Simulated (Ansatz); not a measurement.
C₂H₆BNOS, SMILES `OB/C=N/CS`. The species carries charge 0 and has multiplicity 1.

```csv
atom,x (Å),y (Å),z (Å)
O1,-1.204,-2.630,-0.981
B2,-0.140,-1.859,-0.663
C3,-0.444,-0.466,-0.019
N4,0.517,0.294,0.323
C5,0.199,1.567,0.903
S6,0.690,2.926,-0.191
H7,-0.963,-3.472,-1.373
H8,0.984,-2.224,-0.860
H9,-1.488,-0.143,0.138
H10,-0.877,1.715,1.077
H11,0.729,1.667,1.852
H12,1.998,2.624,-0.207
```

Question: Give the diagnostics of a CCSD(T)/def2-TZVPP run (frozen core, the Gaussian-basis code of Ansatz). (Estimate.)

Answer: Ansatz gave: T1 = 0.0130, largest single amplitude 0.035, largest double 0.049, (T) share of the correlation energy 4.2 %, 10 CCSD cycles. The RHF solution is unstable towards an unrestricted one. T1 lies under the customary mark of 0.02 for closed shells.
